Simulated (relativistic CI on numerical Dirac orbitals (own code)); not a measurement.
Cu⁴⁺: resonant inelastic scattering at the M2,3 edge

Computed with this model: Dirac-Coulomb-Breit CI, separate exchange-only KLI orbitals for each configuration, model QED (radiative potential, 1s self-energy scaled to tabulated hydrogen-like ionisation energies), valence Slater integrals scaled by 0.9, Kramers-Heisenberg scattering through one core-hole configuration in a parametric crystal field; configurations [Ar] 3d7 → [Ne] 3s2 3p5 3d8; 80 K; core-hole width 0.8 eV; summed over polarisations. Incident energies are the highest absorption maxima for each field (at most a few, so the weaker spin-orbit partner edge can be absent), on the computed scale of the free ion. Intensities are in per cent of the strongest line above 0.02 eV; levels within 1 cm⁻¹ are merged; final levels count from the ground level, the first row holds all elastic scattering, lines under 0.4 are left out and each table stops after 24 rows. The scale of the Slater integrals is a model choice and moves the terms in proportion.

Field parameters in Wybourne normalisation: Oh B⁴₀ = 21Dq, B⁴₄ = √(5/14) B⁴₀. The field is a parameter set, without covalency.

S is read from ⟨S²⟩ = S(S + 1).

Oh, 10Dq = 5000 cm⁻¹:

| Final level (eV) | Degeneracy | Irrep | S | 77.2 eV | 78.3 eV | 81.9 eV |
| --- | --- | --- | --- | --- | --- | --- |
| 0.000 | 2 | Γ6 | 1.50 | 150.8 | 49.5 | 73.4 |
| 0.072 | 4 | Γ8 | 1.50 | 60.8 | 14.3 | 60.1 |
| 0.195 | 4 | Γ8 | 1.50 | 49.9 | 22.3 | 24.4 |
| 0.249 | 2 | Γ7 | 1.50 | 4.1 | 3.6 | 1.6 |
| 0.660 | 2 | Γ6 | 1.50 | 12.5 | 4.9 | 49.7 |
| 0.674 | 4 | Γ8 | 1.50 | 37.1 | 5.1 | 38.7 |
| 0.710 | 4 | Γ8 | 1.50 | 20.0 | 5.0 | 27.2 |
| 0.743 | 2 | Γ7 | 1.50 | 0.9 | 0.0 | 2.7 |
| 1.337 | 4 | Γ8 | 1.50 | 43.5 | 24.0 | 57.5 |
| 2.662 | 4 | Γ8 | 0.51 | 16.7 | 22.7 | 0.3 |
| 2.962 | 4 | Γ8 | 0.51 | 14.0 | 12.5 | 0.7 |
| 3.103 | 4 | Γ8 | 0.53 | 7.4 | 12.1 | 0.4 |
| 3.123 | 2 | Γ6 | 0.51 | 10.0 | 7.5 | 0.6 |
| 3.127 | 2 | Γ7 | 0.69 | 0.1 | 0.3 | 3.7 |
| 3.184 | 4 | Γ8 | 1.49 | 3.8 | 2.7 | 100.0 |
| 3.189 | 2 | Γ7 | 1.39 | 0.7 | 1.7 | 21.7 |
| 3.215 | 4 | Γ8 | 1.42 | 1.5 | 0.3 | 4.8 |
| 3.314 | 2 | Γ6 | 1.47 | 1.0 | 0.3 | 0.9 |
| 3.367 | 2 | Γ6 | 0.51 | 10.8 | 15.2 | 0.8 |
| 3.845 | 4 | Γ8 | 0.61 | 0.2 | 1.3 | 1.1 |
| 3.986 | 2 | Γ6 | 0.55 | 0.3 | 0.7 | 0.7 |
| 4.026 | 2 | Γ7 | 0.51 | 0.4 | 1.6 | 0.1 |
| 4.057 | 2 | Γ6 | 0.50 | 0.8 | 0.4 | 0.1 |
| 4.081 | 4 | Γ8 | 0.50 | 2.9 | 1.7 | 0.6 |

Oh, 10Dq = 11300 cm⁻¹:

| Final level (eV) | Degeneracy | Irrep | S | 77.7 eV | 78.7 eV | 82.7 eV |
| --- | --- | --- | --- | --- | --- | --- |
| 0.000 | 2 | Γ6 | 1.50 | 303.9 | 92.4 | 60.6 |
| 0.081 | 4 | Γ8 | 1.50 | 94.6 | 23.7 | 39.0 |
| 0.212 | 4 | Γ8 | 1.49 | 79.2 | 38.6 | 10.7 |
| 0.244 | 2 | Γ7 | 1.50 | 11.3 | 8.6 | 0.7 |
| 1.337 | 2 | Γ6 | 1.50 | 29.7 | 17.0 | 49.9 |
| 1.350 | 4 | Γ8 | 1.50 | 37.1 | 6.2 | 71.5 |
| 1.366 | 4 | Γ8 | 1.49 | 31.8 | 9.2 | 27.8 |
| 1.418 | 2 | Γ7 | 1.50 | 3.4 | 2.5 | 4.1 |
| 1.982 | 4 | Γ8 | 0.51 | 19.4 | 34.8 | 0.3 |
| 2.771 | 4 | Γ8 | 1.48 | 85.3 | 32.3 | 100.0 |
| 3.010 | 4 | Γ8 | 0.53 | 11.6 | 12.1 | 1.0 |
| 3.141 | 2 | Γ6 | 0.50 | 5.8 | 3.2 | 0.2 |
| 3.150 | 4 | Γ8 | 0.52 | 13.9 | 26.3 | 0.8 |
| 3.189 | 2 | Γ7 | 0.51 | 0.3 | 0.9 | 0.2 |
| 3.710 | 4 | Γ8 | 1.16 | 5.6 | 1.8 | 4.8 |
| 3.779 | 2 | Γ7 | 1.49 | 2.1 | 6.0 | 32.4 |
| 3.781 | 4 | Γ8 | 1.50 | 4.0 | 3.7 | 91.0 |
| 3.850 | 2 | Γ6 | 1.23 | 11.2 | 8.0 | 1.5 |
| 3.992 | 2 | Γ6 | 0.75 | 9.3 | 20.3 | 2.0 |
| 4.084 | 4 | Γ8 | 0.99 | 1.2 | 3.3 | 5.7 |
| 4.192 | 2 | Γ6 | 0.70 | 12.2 | 3.5 | 3.2 |
| 4.523 | 2 | Γ7 | 0.51 | 1.6 | 3.7 | 0.3 |
| 4.600 | 4 | Γ8 | 0.51 | 0.6 | 0.5 | 0.8 |
| 4.735 | 4 | Γ8 | 0.51 | 4.0 | 2.3 | 1.4 |

Oh, 10Dq = 17550 cm⁻¹:

```
Final level (eV)  Degeneracy  Irrep     S  78.1 eV  83.6 eV
           0.000           2     Γ6  1.50    287.6     24.7
           0.080           4     Γ8  1.50    100.0     13.9
           0.203           4     Γ8  1.49     72.2      1.9
           0.236           2     Γ7  1.50     13.4      0.3
           1.242           4     Γ8  0.53     11.0      0.3
           2.041           2     Γ6  1.50     29.2     22.4
           2.050           4     Γ8  1.49     31.1     42.4
           2.063           4     Γ8  1.48     19.8     17.7
           2.120           2     Γ7  1.49      3.5      2.7
           3.000           4     Γ8  0.52      8.2      0.4
           3.110           2     Γ6  0.51      2.4      0.1
           3.155           4     Γ8  0.53     15.2      1.0
           3.192           2     Γ7  0.52      1.0      0.0
           3.948           4     Γ8  0.64      2.7      1.3
           4.075           2     Γ6  0.57      4.1      0.5
           4.246           4     Γ8  1.49     55.6     65.2
           4.427           2     Γ7  1.49      2.0     17.0
           4.432           4     Γ8  1.50      1.8     39.6
           4.574           4     Γ8  1.42      1.4      6.3
           4.585           2     Γ6  1.42      1.0      3.3
           4.792           2     Γ6  0.59     16.1      1.7
           5.071           2     Γ7  0.52      2.1      0.4
           5.126           4     Γ8  0.53      0.3      0.8
           5.431           4     Γ8  0.51      2.4      0.7
```

For the first field the strongest loss at the lowest incident energy is the level at 0.07 eV (S = 1.50, against 1.50 in the thermal ground state). Levels of other spin, the first over 8 % at 2.66 eV, appear because spin-orbit coupling of the core hole, and in heavier ions of the valence shell too, mixes spins.
